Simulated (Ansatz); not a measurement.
Ansatz (an electronic-structure program) input (wB97X/def2-TZVPD):

Ansatz 0.2 input:
```yaml
crystal:
  periodic: [false, false, false]
  atoms:
    - {symbol: Br, position_ang: [-1.32110488, 1.47994098, 0.01707877]}
    - {symbol: Ga, position_ang: [-0.48916427, -0.65541676, -0.01039227]}
    - {symbol: Br, position_ang: [1.79482249, -0.84522073, -0.00701467]}
    - {symbol: H, position_ang: [-1.41602427, -1.89728910, -0.03008336]}
basis:
  gaussian:
    orbitals: def2-TZVPD
hamiltonian:
  xc: {name: wB97X}
total_charge: -1
magnetization: {spin_polarized: true, initial_magnetization: 1}
```

End of the output:

```
integrals: 0.21 GiB planned
1147 factors; integrals over basis functions are off by at most 1.8e-3 eV
integrals: 0.31 GiB planned
275 factors; integrals over basis functions are off by at most 1.5e-4 eV
0.29 GiB of the device are held for the grids
1.59 GiB of device memory are held for the factors and their scratch space
mean field: 0.74 GiB planned
mean field evaluation 1: about -192491.0318 eV, gradient 2.2e1 eV
mean field evaluation 2: about -192491.3795 eV, gradient 2.4e1 eV
mean field evaluation 4: about -192492.4536 eV, gradient 6.3e-1 eV
mean field evaluation 8: about -192492.4846 eV, gradient 1.0e-1 eV
mean field evaluation 16: about -192492.4852 eV, gradient 1.3e-3 eV
mean field evaluation 32: about -192492.7280 eV, gradient 1.7e0 eV
mean field -192493.01004851 eV, -7073.9876428342 hartree, gradient 1.2e-5 eV, S^2 0.753718; 3 other end points of the search recorded, 0 dependent functions left out
reference -192493.01001393 eV, -7073.9876415636 hartree; 52, 51 occupied and 125, 126 virtual orbitals, 1147 factors
Total energy: -192493.01001393 eV, -7073.9876415636 hartree
```

This state (charge -1, doublet) is run at the relaxed geometry of the species with charge 0 and multiplicity 1.
